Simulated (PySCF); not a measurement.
Cd(Cl)(OSiH3) (CdClH₃OSi), SMILES [Cl][Cd][O][SiH3].

The structure is a stationary point at PBE0-D3(BJ)/def2-SVP. The def2 effective core potentials stand for the cores of Cd; spin–orbit coupling is left out. The values are those of a single conformer.

Two levels are set side by side: TDA-PBE/def2-SVPD (PySCF) and TDA-B3LYP/def2-SVPD (PySCF). Vertical, same geometry. The lowest singlet is HOMO→LUMO 100 % with PBE and HOMO→LUMO 98 % with the other functional; states are paired by order. Differences are taken from unrounded values.

```tsv
quantity	TDA-B3LYP
lowest singlet excitation (eV)	4.55
lowest triplet excitation (TDA) (eV)	4.25
```

Question: What does TDA-PBE give, and how far is it from TDA-B3LYP? (The exact figures need the calculation; the answer reports its results.)

Answer: 
```csv
quantity,TDA-PBE,TDA-PBE minus TDA-B3LYP
lowest singlet excitation (eV),3.94,-0.61
lowest triplet excitation (TDA) (eV),3.69,-0.57
```

Functionals without exact exchange tend to place singlet excitations lower, as here. Differences between two approximate levels are no errors against the true value.

Rough cost on one machine, each run with all the roots and properties that it gave: TDA-B3LYP against TDA-PBE within a factor of 2.
